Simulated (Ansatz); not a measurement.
Basis-set extrapolation for `O[Si](F)(F)O[SiH3]` (PBE0-D4/def2-TZVP geometry, frozen core, the Gaussian-basis code of Ansatz). Multiplicity 1, RHF reference.

```tsv
	def2-TZVPP	def2-QZVPP
HF	-929.302871	-929.340043
MP2 correlation	-1.200377	-1.307508
CCSD(T) correlation	-1.263688	not run
```

Energies in hartree. Use E(X) = E(∞) + A·exp(−7.88·√X) for Hartree–Fock and E(X) = E(∞) + B·X^(−2.97) for correlation, with X = 3 and 4, and add CCSD(T) minus MP2 of the smaller set to the MP2 limit.

What is the CCSD(T) energy at the basis-set limit?

HF limit: -929.340043 + (-0.037172) × 0.13774 = -929.34516. MP2 limit: -1.307508 + (-0.107131) × 0.74074 = -1.38686. Higher-order term: -1.263688 − (-1.200377) = -0.06331. Total: -930.79533 hartree, 600.6 kJ/mol below CCSD(T)/def2-TZVPP.
